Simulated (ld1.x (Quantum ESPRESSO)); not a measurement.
# C: one change to an ultrasoft potential, before and after

* Element: C (Z = 6)
* Generator: ld1.x (Quantum ESPRESSO) 7.5
* Type: ultrasoft
* Functional: PBEsol
* Relativity: scalar-relativistic
* Frozen core: [He]
* Valence charge: 4
* Reference configuration: 2s2 2p2
* Partial waves: 2s (bound): rcut 1.15, rcutus 1.35 bohr; 2s channel at 0.85 Ry: rcut 1.15, rcutus 1.35 bohr; 2p (bound): rcut 2.15, rcutus 2.90 bohr; 2p channel at 1.6 Ry: rcut 2.15, rcutus 2.90 bohr; 3d channel at 0.15 Ry: rcut 2.55, rcutus 3.05 bohr; 3d channel at 0.8 Ry: rcut 2.55, rcutus 3.05 bohr
* Local potential: all-electron potential smoothed inside 2.25 bohr (lloc = -1)
* Core correction: Bessel-smoothed model core inside 0.60 bohr
* Augmentation charge: PSQ, radius 1.30 bohr

All-electron outer shells of the reference configuration (PBEsol, scalar-relativistic, ld1.x):

| shell | level (eV) | outermost node (bohr) | outermost maximum (bohr) |
| --- | --- | --- | --- |
| 1s | -272.04 | – | 0.18 |
| 2s | -13.65 | 0.38 | 1.22 |
| 2p | -5.23 | – | 1.20 |

Change: core correction none.

Cutoffs: the cutoffs (Ry, on a coarse ladder) from which the occupation-weighted sum of valence levels, in a spherical-Bessel basis at the reference potential, stays within 10 and 1 mRy of its value at 400 Ry; they do not see the model core or the augmentation charge, which bear on the density cutoff. Errors are all-electron minus pseudo energies relative to the spin-unpolarised reference configuration.

**Question.** Predict the effect on cutoff, ghosts and configuration errors.

**Answer.** The potential gets neither clearly harder nor softer (8 Ry and 15 Ry → 8 Ry and 15 Ry); of the 7 tests that both files solve, the error grows in 3 and shrinks in 2 by more than 15 % and 0.3 meV (median size 1.5 → 2.2 meV); neither file shows a bound ghost.

```csv
quantity,base,changed
"cutoff, loose",8 Ry,8 Ry
"cutoff, tight",15 Ry,15 Ry
bound ghosts,none,none
"error for 2s2 2p1, meV [ΔE 10.79 eV]",-0.6,+5.3
"error for 2s2 2p0, meV [ΔE 34.81 eV]",-16,+55
"error for 2s1 2p0, meV [ΔE 82.77 eV]",-1.4,+166
"error for 2s2 2p2.3, meV [ΔE -1.14 eV]",+0.7,+0.7
"error for 2s1 2p2, meV [ΔE 19.50 eV]",+1.7,-1.6
"error for 2s1 2p3, meV [ΔE 8.43 eV]",-1.5,+0.5
"error for 2s0 2p4, meV [ΔE 16.87 eV]",-6.5,+2.2
s: phases at 3.29 bohr within 0.05 rad from the reference energy up to (Ry; the scan ends near 5),to the end of the scan,to the end of the scan
p: phases at 3.29 bohr within 0.05 rad from the reference energy up to (Ry; the scan ends near 5),3.1,3.1
d: phases at 3.29 bohr within 0.05 rad from the reference energy up to (Ry; the scan ends near 5),3.1,3.1
lowest overlap eigenvalue by channel,"s 0.62, p 0.79, d 0.88","s 0.62, p 0.79, d 0.88"
```
